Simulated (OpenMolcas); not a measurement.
# 4d ions of charge +4 along the row

| Quantity | Value |
| --- | --- |
| Program | OpenMolcas |
| Method | SS-CASPT2, IPEA 0.25 Eh, imaginary shift 0.1 Eh |
| Basis | ANO-RCC-VTZP |
| Scalar Hamiltonian | DKH2, point nucleus |
| Spin-orbit coupling | state interaction with AMFI integrals over the reference wave functions, term energies averaged over their components |

Active space: the 4d shell; CASPT2 also correlates the outermost closed s and p core shells.

B and C come from two terms' centres of gravity (d2, d8: 3P = 15B, 1G = 12B + 2C; d3, d7: 4P = 15B, 2G = 4B + 3C; d4, d6: 3G = 9B + 4C, 3H = 4B + 4C; d5: 4D = 17B + 5C, 4G = 10B + 5C, above the ground term), where all their levels are at least 80 % pure. ζ = ±2S·A comes from the whole width of the ground multiplet by E(J) = (A/2) J(J+1), where its levels are at least 85 % pure. Energies in cm-1.

| Ion | Configuration | Lowest level | Weight (%) | B | B measured | C | C measured | ζ | ζ measured |
| --- | --- | --- | --- | --- | --- | --- | --- | --- | --- |
| Mo4+ | 4d² | ³F₂ | 98 | 747 | 711 | 3046 | 2930 | 931 | 959 |
| Tc4+ | 4d³ | ⁴F_3/2 | 98 |  |  |  |  | 1097 |  |
| Ru4+ | 4d⁴ | ⁵D₀ | 97 |  |  |  |  | 1390 |  |
| Rh4+ | 4d⁵ | ⁶S_5/2 | 99 |  |  |  |  |  |  |
| Pd4+ | 4d⁶ | ⁵D₄ | 98 |  |  |  |  | 1708 |  |
| Ag4+ | 4d⁷ | ⁴F_9/2 | 97 |  |  |  |  | 1961 | 2028 |

Measured columns use the levels in Sugar and Musgrove, J. Phys. Chem. Ref. Data 17, 155 (1988) (Mo4+); the list in Gamrath, thesis, University of Mons (2023) (Ag4+).

The computed ζ goes from 931 (Mo4+) to 1961 cm-1 (Ag4+), a factor of 2.11, rising at every step. It departs from the measured column by -3 to -3 %.

CASPT2 does not keep the components of a term degenerate, so their means are used; among the low terms the widest spread is 810 cm-1 (4d⁷ ²H, Ag4+). The CASPT2 spread within a term exceeds the gap to the next term for 4d³ ²P and 4d³ ²H, 4d³ ²H and 4d³ ²D(1), so the order of their levels is uncertain (figures for Tc4+; the like holds for Ru4+, Ag4+). Computed and measured levels are paired by configuration, term and J; levels that our copy of the source lacks, or whose pairing is in doubt (as where it misses far off the trend of its configuration), stay unpaired and out of the deviations. Only configurations of the active space appear.

A number in round brackets counts repeated terms of one configuration in the order of the reference energies.
